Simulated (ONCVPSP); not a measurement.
## nickel, ONCV: configuration errors across variants

- Element: nickel
- Generator: ONCVPSP 4.0.1
- Type: optimised norm-conserving Vanderbilt (ONCV)
- Functional: PBE
- Relativity: scalar-relativistic
- Frozen core: [Ne]
- Valence charge: 18
- Reference configuration: 3s2 3p6 3d9 4s1
- Partial waves: 3s+4s: rc 1.35 bohr, ncon 5, nbas 8, qcut 7.3 1/bohr, 2 projectors; 3p: rc 0.80 bohr, ncon 4, nbas 7, qcut 10 1/bohr, 2 projectors, debl 3.2 Ha; 3d: rc 0.95 bohr, ncon 4, nbas 9, qcut 17.6 1/bohr, 2 projectors, debl 1.6 Ha
- Local potential: polynomial inside 0.50 bohr (lpopt 1, dvloc0 4 Ha)
- Core correction: none

All-electron excitation energies from the reference (eV): (1) 3s2 3p6 3d8 4s2 1.597; (2) 3s2 3p6 3d8 4s1 10.920; (3) 3s2 3p6 3d8 4s0 28.270.

2 further variants failed, have other tests or another functional or relativity, and are left out.

Errors AE − PS in meV (a dash: test not solved or not reliable):

| change | (1) | (2) | (3) | bound ghosts | GHOST(+) flags above zero |
| --- | --- | --- | --- | --- | --- |
| base | +4.5 | +1.5 | -1.1 | none | s |
| d: nbas 8 | +4.5 | +1.5 | -1.1 | none | s |
| local potential polynomial inside 0.50 bohr (lpopt 1, dvloc0 -0.5 Ha) | +4.5 | +1.5 | -1.1 | none | s |
| core correction Teter function, fcfact 5.75, rcfact 1.15 | +3.6 | +1.3 | -1.2 | none | s |
| d: rc 1.06 | +4.7 | +1.6 | -1.1 | none | s |
| d: qcut 18.5 | +4.5 | +1.5 | -1.1 | none | s |
| p: ncon 5, nbas 8 | +4.6 | +1.5 | -1.1 | none | s |

**Question.** Give the same row for: all radii scaled by about 0.87 (s 1.18, p 0.70, d 0.82 bohr); local potential polynomial inside 0.44 bohr (lpopt 1, dvloc0 4 Ha).

**Answer.** +4.5, +2.0, -0.1; bound ghosts: none; GHOST(+) flags above zero: s.
